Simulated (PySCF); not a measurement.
**Sn (tin, neutral): TPSSh calculation**

Configuration: [Kr] 4d10 5s1 5p3, 5s spin antiparallel (an excited configuration). Computed with PySCF 2.14 in aug-cc-pwCVTZ-DK3 with one added diffuse shell each of s, p, d, f type (11s10p8d5f1g, 125 functions), with the spin-free X2C one-electron Hamiltonian (Gaussian nucleus).

| Item | Value |
| --- | --- |
| Total energy | -6175.76 hartree |
| One-electron energy | -8487.11 hartree |
| Hartree (Coulomb) energy | 2477.71 hartree |
| Exchange-correlation energy | -166.36 hartree |
| ⟨S²⟩ | 3.0004 |
| ⟨L²⟩ | 0.000 |
| Sum of ⟨r⟩ | 36.42 bohr |
| Sum of ⟨r²⟩ | 63.49 bohr² |
| Langevin diamagnetic susceptibility | -50.3 ×10⁻⁶ cm³/mol |

```csv
shell,electrons,mean orbital energy (eV),"rms radius, mean of both spins (bohr)"
1s α,1,-29023.7,0.0335
1s β,1,-29023.7,0.0335
2s β,1,-4393.8,0.136
2s α,1,-4393.8,0.136
2p α,3,-3944.8,0.121
2p β,3,-3944.8,0.121
3s β,1,-855.10,0.362
3s α,1,-855.10,0.362
3p α,3,-707.23,0.363
3p β,3,-707.21,0.363
3d α,5,-478.85,0.343
3d β,5,-478.84,0.343
4s α,1,-138.81,0.872
4s β,1,-138.79,0.872
4p α,3,-93.900,0.947
4p β,3,-93.860,0.947
4d α,5,-28.400,1.19
4d β,5,-28.339,1.19
5s β,1,-10.942,2.53
5p α,3,-5.119,3.35
```

With the s spin flipped the determinant is a mixture of two multiplicities, not a spectroscopic state.

Densities and radii are taken from the X2C orbitals without a picture-change correction, which distorts them close to the nucleus.
